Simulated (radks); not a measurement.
Results of a calculation; reference values are marked as such.
Q: Neutral lanthanum: order these configurations by energy. Level of theory: scalar-relativistic Kohn-Sham, PBE, spin-polarised, spherical densities, finite nucleus; Fermi nuclear charge, rms radius of each element as measured or else 0.836 A^(1/3) + 0.57 fm (a radial shooting solver on a logarithmic mesh with Libxc functionals). Open shells are filled with parallel spins first. [Xe] 4f1 6s2; [Xe] 5d1 6s1 6p1; [Xe] 5d1 6s2; [Xe] 5d2 6p1; [Xe] 5d2 6s1; [Xe] 5d3; [Xe] 6s2 6p1.

A: From the lowest, in eV above it: [Xe] 5d2 6s1 0.000; [Xe] 5d1 6s2 0.017; [Xe] 4f1 6s2 0.703; [Xe] 5d3 1.071; [Xe] 5d1 6s1 6p1 1.711; [Xe] 5d2 6p1 2.278; [Xe] 6s2 6p1 2.320.
